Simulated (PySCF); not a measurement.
Species: (HSi)4S6 adamantane, H₄S₆Si₄.
Z-matrix (Å and degrees, PBE0-D3(BJ)/def2-SVP geometry), rows numbered from 1:
```
Si
H   1  1.4818
S   1  2.1458  2  105.82
Si  3  2.1457  1  102.17  2  -179.82
H   4  1.4816  3  105.80  1   179.76
S   4  2.1460  3  112.66  1   -65.04
Si  6  2.1460  4  102.15  3    64.91
H   7  1.4816  6  105.90  4   179.99
S   7  2.1449  6  112.91  4   -64.69
S   7  2.1455  6  112.80  4    64.68
Si 10  2.1451  7  102.22  6   -64.91
H  11  1.4816 10  105.87  7  -179.83
S  11  2.1452 10  113.03  7   -64.48
S  11  2.1451 10  112.74  7    64.86
```

The closed-shell ground state was solved at several levels (PySCF, density fitting, gas phase, non-relativistic). The dipole stays under 0.02 D at every level.

```json
{"level": "PBE0/def2-SVPD", "basis functions": "290", "total energy (Eh)": "-3547.5393", "HOMO (eV)": "-7.67", "LUMO (eV)": "-1.92", "gap (eV)": "5.75"}
{"level": "PBE0/pcSseg-1", "basis functions": "260", "total energy (Eh)": "-3548.4553", "HOMO (eV)": "-7.87", "LUMO (eV)": "-2.06", "gap (eV)": "5.81"}
```

Task: Estimate the row for wB97X-D/pcSseg-1, a basis of 260 functions; the other rows only guide the guess.

Result: Total energy -3549.7205 Eh, HOMO -9.71 eV, LUMO -0.36 eV, gap 9.35 eV.

Task: Over all these levels, which gives the widest orbital gap and which the narrowest?

Result: wB97X-D/pcSseg-1 (range-separated hybrid) has the widest, 9.35 eV, and PBE0/def2-SVPD (global hybrid, 25 % exact exchange) the narrowest, 5.75 eV. Functional and basis both differ between the two, so the spread mixes both effects.

One conformer stands for the species.

The pairwise dispersion term of wB97X-D wasn't added to the energies; at a given geometry it leaves orbitals and properties as they are.
